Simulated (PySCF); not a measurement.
F2HIOSi, SMILES O[Si](F)(F)I.

The structure is a stationary point at PBE-D3(BJ)/def2-SVP. The def2 effective core potentials stand for the cores of I; spin–orbit coupling is left out. The values are those of a single conformer.

Computed with PBE-D3(BJ)/def2-SVP run with PySCF.

Frequencies are harmonic and unscaled.

```json
[
 {"mode": "1", "ν (cm⁻¹)": "108", "IR (km/mol)": "64.8", "moving atoms (share of kinetic energy)": "H 59 %, F 38 %"},
 {"mode": "2", "ν (cm⁻¹)": "171", "IR (km/mol)": "1.1", "moving atoms (share of kinetic energy)": "O 44 %, F 36 %, Si 9 %"},
 {"mode": "3", "ν (cm⁻¹)": "187", "IR (km/mol)": "31.0", "moving atoms (share of kinetic energy)": "F 47 %, H 34 %, Si 12 %"},
 {"mode": "4", "ν (cm⁻¹)": "229", "IR (km/mol)": "8.2", "moving atoms (share of kinetic energy)": "F 37 %, I 34 %, O 23 %"},
 {"mode": "5", "ν (cm⁻¹)": "312", "IR (km/mol)": "18.8", "moving atoms (share of kinetic energy)": "F 69 %, Si 19 %, O 12 %"},
 {"mode": "6", "ν (cm⁻¹)": "315", "IR (km/mol)": "42.3", "moving atoms (share of kinetic energy)": "O 45 %, F 36 %, Si 16 %"},
 {"mode": "7", "ν (cm⁻¹)": "430", "IR (km/mol)": "151.6", "moving atoms (share of kinetic energy)": "Si 55 %, F 22 %, H 11 %"},
 {"mode": "8", "ν (cm⁻¹)": "746", "IR (km/mol)": "112.5", "moving atoms (share of kinetic energy)": "H 39 %, O 33 %, F 24 %"},
 {"mode": "9", "ν (cm⁻¹)": "846", "IR (km/mol)": "242.5", "moving atoms (share of kinetic energy)": "H 37 %, F 29 %, Si 28 %"},
 {"mode": "10", "ν (cm⁻¹)": "934", "IR (km/mol)": "133.0", "moving atoms (share of kinetic energy)": "F 51 %, Si 48 %"},
 {"mode": "11", "ν (cm⁻¹)": "968", "IR (km/mol)": "123.5", "moving atoms (share of kinetic energy)": "Si 47 %, O 34 %, F 13 %"},
 {"mode": "12", "ν (cm⁻¹)": "3743", "IR (km/mol)": "109.8", "moving atoms (share of kinetic energy)": "H 94 %"}
]
```
